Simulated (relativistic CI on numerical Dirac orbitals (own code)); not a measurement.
**Energy levels of Sc⁸⁺**

Computed by Dirac-Coulomb-Breit CI, orbitals from a KLI potential per configuration, QED by a radiative potential, valence Slater integrals scaled by 0.9, P86 correlation estimate, and configurations built on the next ion tied to the tabulated ionisation energy (semi-empirical) (own radial code, finite nucleus).

Configurations in the expansion (outside the closed core [Ne]): 3s2 3p, 3s2 3d, 3s2 4s, 3s2 4p, 3s2 4d, 3s2 5s, 3s2 4f, 3s 3p2, 3p3, 3s 3p 3d, 3p 3d2, 3p2 3d, 3s 3d2, 3p2 4s, 3p2 4p, 3s 3d 4s, 3s 3p 4s, 3s 3d 4p, 3s 3p 4p, 3p 3d 4s, 3s 3p 4d, 3s2 5p, 3p 3d 4p, 3s 3p 4f. Levels of other configurations are missing.

The lowest level is 3s2 3p 2P°_1/2, with 97 % of that term; Hund's rules for 3s2 3p give 2P° with J = 1/2, in agreement.

| No. | Configuration | Term | J | E (cm⁻¹) | % | Next component (%) | jj configuration (%) |
| --- | --- | --- | --- | --- | --- | --- | --- |
| 1 | 3s2 3p | 2P° | 1/2 | 0 | 97 | 2 3p3 2P° | 3p1/2 (97) |
| 2 | 3s2 3p | 2P° | 3/2 | 5730 | 97 | 2 3p3 2P° | 3p3/2 (97) |
| 3 | 3s 3p2‡ | 4P | 1/2 | 146292 | 99 |  | 3s 3p1/2^2 (48) |
| 4 | 3s 3p2‡ | 4P | 3/2 | 148424 | 99 |  | 3s 3p1/2 3p3/2 (90) |
| 5 | 3s 3p2‡ | 4P | 5/2 | 151518 | 99 |  | 3s 3p3/2^2 (60) |
| 6 | 3s 3p2‡ | 2D | 3/2 | 190453 | 84 | 14 3s2 3d 2D | 3s 3p1/2 3p3/2 (58) |
| 7 | 3s 3p2‡ | 2D | 5/2 | 190838 | 84 | 14 3s2 3d 2D | 3s 3p1/2 3p3/2 (50) |
| 8 | 3s 3p2‡ | 2S | 1/2 | 239346 | 94 | 4 2P | 3s 3p3/2^2 (56) |
| 9 | 3s 3p2‡ | 2P | 1/2 | 254944 | 92 | 4 2S | 3s 3p1/2 3p3/2 (62) |
| 10 | 3s 3p2‡ | 2P | 3/2 | 258244 | 96 | 4 3p2 3d 2P | 3s 3p3/2^2 (56) |
| 11 | 3s2 3d | 2D | 3/2 | 300433 | 83 | 14 3s 3p2 2D | 3d3/2 (83) |
| 12 | 3s2 3d | 2D | 5/2 | 300716 | 83 | 14 3s 3p2 2D | 3d5/2 (83) |
| 13 | 3p3‡ | 2D° | 3/2 | 379118 | 68 | 31 3s 3p 3d 2D° | 3p1/2 3p3/2^2 (27) |
| 14 | 3p3‡ | 2D° | 5/2 | 379789 | 68 | 31 3s 3p 3d 2D° | 3p1/2 3p3/2^2 (68) |
| 15 | 3p3‡ | 4S° | 3/2 | 388561 | 98 | 1 3p 3d2 4S° | 3p1/2 3p3/2^2 (58) |
| 16 | 3p3‡ | 2P° | 1/2 | 422664 | 79 | 18 3s 3p 3d 2P° | 3p1/2 3p3/2^2 (79) |
| 17 | 3p3‡ | 2P° | 3/2 | 422995 | 77 | 19 3s 3p 3d 2P° | 3p3/2^3 (49) |
| 18 | 3s 3p 3d‡ | 4F° | 3/2 | 425111 | 99 |  | 3s 3p1/2 3d3/2 (78) |
| 19 | 3s 3p 3d‡ | 4F° | 5/2 | 426284 | 100 |  | 3s 3p1/2 3d3/2 (36) |
| 20 | 3s 3p 3d‡ | 4F° | 7/2 | 427984 | 100 |  | 3s 3p3/2 3d3/2 (38) |
| 21 | 3s 3p 3d‡ | 4F° | 9/2 | 430271 | 100 |  | 3s 3p3/2 3d5/2 (100) |
| 22 | 3s 3p 3d‡ | 4P° | 5/2 | 457790 | 86 | 12 4D° | 3s 3p1/2 3d5/2 (76) |
| 23 | 3s 3p 3d‡ | 4P° | 3/2 | 459168 | 76 | 23 4D° | 3s 3p1/2 3d3/2 (34) |
| 24 | 3s 3p 3d‡ | 4P° | 1/2 | 460404 | 69 | 30 4D° | 3s 3p3/2 3d3/2 (46) |
| 25 | 3s 3p 3d‡ | 4D° | 1/2 | 462475 | 69 | 30 4P° | 3s 3p3/2 3d3/2 (77) |
| 26 | 3s 3p 3d‡ | 4D° | 3/2 | 463221 | 76 | 23 4P° | 3s 3p3/2 3d3/2 (77) |
| 27 | 3s 3p 3d‡ | 4D° | 5/2 | 463720 | 87 | 12 4P° | 3s 3p3/2 3d3/2 (53) |
| 28 | 3s 3p 3d‡ | 4D° | 7/2 | 463870 | 99 |  | 3s 3p3/2 3d5/2 (70) |
| 29 | 3s 3p 3d‡ | 2D° | 3/2 | 474543 | 81 | 17 3p3 2D° | 3s 3p3/2 3d5/2 (34) |
| 30 | 3s 3p 3d‡ | 2D° | 5/2 | 474557 | 80 | 17 3p3 2D° | 3s 3p3/2 3d5/2 (48) |
| 31 | 3s 3p 3d‡ | 2F° | 5/2 | 498294 | 99 | 1 3p 3d2 2F° | 3s 3p1/2 3d5/2 (44) |
| 32 | 3s 3p 3d‡ | 2F° | 7/2 | 502832 | 99 | 1 3p 3d2 2F° | 3s 3p3/2 3d5/2 (65) |
| 33 | 3s 3p 3d‡ | 2P° | 3/2 | 539852 | 83 | 14 3p3 2P° | 3s 3p1/2 3d3/2 (32) |
| 34 | 3s 3p 3d‡ | 2P° | 1/2 | 541915 | 86 | 13 3p3 2P° | 3s 3p3/2 3d5/2 (70) |
| 35 | 3s 3p 3d‡ | 2F° | 7/2 | 544631 | 97 | 2 3p 3d2 2F° | 3s 3p1/2 3d5/2 (40) |
| 36 | 3s 3p 3d‡ | 2F° | 5/2 | 545783 | 97 | 2 3p 3d2 2F° | 3s 3p3/2 3d3/2 (62) |
| 37 | 3s 3p 3d‡ | 2P° | 1/2 | 561360 | 91 | 4 3p3 2P° | 3s 3p3/2 3d3/2 (60) |
| 38 | 3s 3p 3d‡ | 2P° | 3/2 | 561787 | 86 | 6 2D° | 3s 3p3/2 3d5/2 (62) |
| 39 | 3s 3p 3d‡ | 2D° | 3/2 | 564188 | 77 | 13 3p3 2D° | 3s 3p3/2 3d3/2 (49) |
| 40 | 3s 3p 3d‡ | 2D° | 5/2 | 564887 | 83 | 13 3p3 2D° | 3s 3p3/2 3d5/2 (52) |
| 41 | 3p2 3d‡ | 2F | 5/2 | 636444 | 87 | 12 3s 3d2 2F | 3p1/2 3p3/2 3d3/2 (52) |
| 42 | 3p2 3d‡ | 2F | 7/2 | 638638 | 86 | 13 3s 3d2 2F | 3p3/2^2 3d5/2 (31) |
| 43 | 3p2 3d‡ | 4F | 3/2 | 644493 | 99 | 1 4D | 3p1/2^2 3d3/2 (39) |
| 44 | 3p2 3d‡ | 4F | 5/2 | 645727 | 98 | 1 4D | 3p1/2 3p3/2 3d3/2 (55) |
| 45 | 3p2 3d‡ | 4F | 7/2 | 647436 | 98 | 2 4D | 3p1/2 3p3/2 3d5/2 (63) |
| 46 | 3p2 3d‡ | 4F | 9/2 | 649545 | 99 | 1 2G | 3p3/2^2 3d5/2 (57) |
| 47 | 3s2 4s | 2S | 1/2 | 650562 | 96 | 2 3p2 4s 2S | 4s (96) |
| 48 | 3p2 3d‡ | 2P | 3/2 | 653489 | 84 | 9 4D | 3p1/2 3p3/2 3d5/2 (41) |
| 49 | 3p2 3d‡ | 4D | 1/2 | 655643 | 56 | 41 2P | 3p1/2 3p3/2 3d3/2 (87) |
| 50 | 3p2 3d‡ | 4D | 3/2 | 658206 | 89 | 9 2P | 3p1/2 3p3/2 3d5/2 (40) |
| 51 | 3p2 3d‡ | 4D | 5/2 | 658506 | 98 | 1 4F | 3p3/2^2 3d3/2 (31) |
| 52 | 3p2 3d‡ | 2P | 1/2 | 659650 | 52 | 44 4D | 3p3/2^2 3d5/2 (56) |
| 53 | 3p2 3d‡ | 4D | 7/2 | 659950 | 97 | 2 4F | 3p3/2^2 3d5/2 (53) |
| 54 | 3p2 3d‡ | 2G | 7/2 | 673319 | 88 | 11 3s 3d2 2G | 3p1/2 3p3/2 3d3/2 (49) |
| 55 | 3p2 3d‡ | 2G | 9/2 | 674038 | 87 | 12 3s 3d2 2G | 3p1/2 3p3/2 3d5/2 (49) |
| 56 | 3p2 3d‡ | 2D | 5/2 | 690602 | 76 | 14 3s 3d2 2D | 3p1/2 3p3/2 3d5/2 (65) |
| 57 | 3p2 3d‡ | 2D | 3/2 | 691527 | 82 | 15 3s 3d2 2D | 3p1/2 3p3/2 3d3/2 (40) |
| 58 | 3p2 3d‡ | 4P | 5/2 | 696075 | 89 | 8 2D | 3p1/2 3p3/2 3d5/2 (35) |
| 59 | 3p2 3d‡ | 4P | 3/2 | 696970 | 96 | 2 2D | 3p3/2^2 3d3/2 (38) |
| 60 | 3p2 3d‡ | 4P | 1/2 | 697537 | 99 | 1 2S | 3p3/2^2 3d3/2 (50) |
| 61 | 3p2 3d‡ | 2P | 1/2 | 718278 | 66 | 20 3s 3d2 2P | 3p1/2 3p3/2 3d5/2 (64) |
| 62 | 3p2 3d‡ | 2P | 3/2 | 719648 | 63 | 20 3s 3d2 2P | 3p3/2^2 3d5/2 (26) |
| 63 | 3p2 3d‡ | 2S | 1/2 | 721205 | 77 | 10 3s 3d2 2S | 3p1/2 3p3/2 3d3/2 (30) |
| 64 | 3s2 4p | 2P° | 1/2 | 724438 | 95 | 2 3p2 4p 2P° | 4p1/2 (95) |
| 65 | 3p2 3d‡ | 2D | 3/2 | 724983 | 82 | 11 2P | 3p3/2^2 3d3/2 (25) |
| 66 | 3s2 4p | 2P° | 3/2 | 726358 | 95 | 2 3p2 4p 2P° | 4p3/2 (95) |
| 67 | 3p2 3d‡ | 2D | 5/2 | 728819 | 95 | 3 3s 3d2 2D | 3p3/2^2 3d5/2 (71) |
| 68 | 3p2 3d‡ | 2F | 5/2 | 736430 | 84 | 15 3s 3d2 2F | 3p1/2 3p3/2 3d5/2 (28) |
| 69 | 3p2 3d‡ | 2F | 7/2 | 737736 | 85 | 14 3s 3d2 2F | 3p1/2 3p3/2 3d5/2 (39) |
| 70 | 3s 3d2‡ | 4F | 3/2 | 748919 | 100 |  | 3s 3d3/2^2 (67) |

Energies count from the lowest computed level; ° marks odd parity. Filled j subshells are mostly left out of the jj labels. ‡ marks configurations that were not tied to measured data.

The mean weight of the leading LS term, summed over parents, in these 70 levels is 87 %, and that of the leading jj configuration (from the same eigenvectors) 57 %, so LS coupling describes them better.

Configurations that consist of the next ion and one excited electron were tied to the tabulated ionisation energy; Rydberg ones are usually within 1,000 to 3,000 cm⁻¹ and the lowest ones within about 6,000 (9,000 in d shells), while levels on excited terms of the next ion carry the error of that term, and the other configurations can be misplaced by 10,000 cm⁻¹ or more. Rates follow the energies as ν³ (E1, M1) or ν⁵ (E2), so rates, branching and lifetimes can be off by large factors.
